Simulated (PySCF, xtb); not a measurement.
Homolysis of single bonds, series C Br-H. Gas-phase values, no solvent. Strings in code marks are SMILES.

Quantity: homolytic bond dissociation enthalpy at 298 K (no spin–orbit term), in kcal/mol. Enthalpy corrections at 298 K come from GFN2-xTB frequencies (xtb).

A: Br–C bond of `BrC(Br)(Br)Br`, giving `Br[C](Br)Br` and `[Br]`
B: Br–C bond of `BrC(Br)Br`, giving `Br[CH]Br` and `[Br]`
C: Br–C bond of `BrCBr`, giving `[Br]` and `[CH2]Br`

Question: Put the candidates in order of homolytic bond dissociation enthalpy at 298 K (no spin–orbit term), lowest first, for B3LYP-D3(BJ)/def2-TZVP (PySCF).

Answer: A (51.3 kcal/mol), B (59.5 kcal/mol), C (65.5 kcal/mol)
